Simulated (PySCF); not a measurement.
H2Se, charge +1, multiplicity 2. Atoms are numbered in the order given.

```xyz
3

Se     0.0000     0.0000     0.0585
H      0.0000    -1.0681    -0.9944
H      0.0000     1.0681    -0.9944
```
Charge +1, spin multiplicity 2.

The structure is a stationary point at PBE-D3(BJ)/def2-TZVPD. The multiplicity is an assumed one; other spin states were not compared.

All values below come from B3LYP/def2-TZVPD (PySCF).

Mulliken values depend strongly on the basis, most of all with diffuse functions as here. ESP charges are fitted to the potential on shells at 1.4 to 2.0 van der Waals radii. Atomic charges (e):

```
atom  meta-Löwdin  ESP fit  Mulliken  Mulliken spin
----  -----------  -------  --------  -------------
Se1          0.69     0.67      0.44           1.07
H2           0.16     0.17      0.28          -0.03
H3           0.16     0.17      0.28          -0.03
```
